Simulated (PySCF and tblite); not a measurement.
Results of a calculation; reference values are marked as such.
Stationary points of C3H9As at GFN2-xTB, in Å:

Structure A

```
 1 C    -1.971   -0.422   -0.446
 2 C    -0.736   -0.211    0.422
 3 As    0.486    1.173   -0.354
 4 C     2.163    0.151   -0.144
 5 H    -2.612   -1.202   -0.035
 6 H    -2.550    0.499   -0.514
 7 H    -1.681   -0.713   -1.456
 8 H    -0.185   -1.151    0.507
 9 H    -1.040    0.086    1.428
10 H     0.670    1.929    0.940
11 H     3.025    0.801   -0.291
12 H     2.200   -0.635   -0.898
13 H     2.229   -0.305    0.842
```

Structure B

```
 1 C    -2.072   -0.242   -0.246
 2 C    -0.605   -0.541    0.030
 3 As    0.610    0.768   -0.841
 4 C     2.238    0.253    0.149
 5 H    -2.720   -0.973    0.237
 6 H    -2.334    0.749    0.127
 7 H    -2.270   -0.262   -1.318
 8 H    -0.354   -1.536   -0.353
 9 H    -0.419   -0.552    1.108
10 H     0.252    1.892    0.102
11 H     3.011    1.011    0.031
12 H     2.624   -0.684   -0.254
13 H     2.036    0.118    1.210
```

Structure C

```
 1 C    -1.596   -0.568   -0.488
 2 C    -0.875    0.051    0.702
 3 As    0.464    1.408    0.126
 4 C     1.870    0.148   -0.453
 5 H    -2.350   -1.284   -0.162
 6 H    -2.091    0.205   -1.077
 7 H    -0.891   -1.089   -1.136
 8 H    -0.377   -0.727    1.287
 9 H    -1.601    0.541    1.356
10 H     1.027    1.567    1.518
11 H     2.832    0.656   -0.501
12 H     1.640   -0.224   -1.452
13 H     1.950   -0.698    0.227
```

The path came from a restrained scan, a climbing-image band and a saddle search at GFN2-xTB; energies are PBE0/pcSseg-1 + D3(BJ)//GFN2-xTB, thermal terms GFN2-xTB.

Question: Which structure is a saddle point, and along which motion?

Answer: A: one imaginary mode (76i cm⁻¹ at GFN2-xTB, mostly on C1, C4, C2), along the rotation about the C2–As3 bond (torsion C1–C2–As3–C4 from 167° to 282°, rising).

Question: Give their symmetry and energies above the lowest.

Answer: A C1, 1.7 kcal/mol; B C1, 0.0 kcal/mol; C C1, 0.0 kcal/mol.

The barrier is low, and the GFN2-xTB saddle may lie off the DFT one, so take it as rough. Spin–orbit effects of heavy atoms on shieldings are missing.
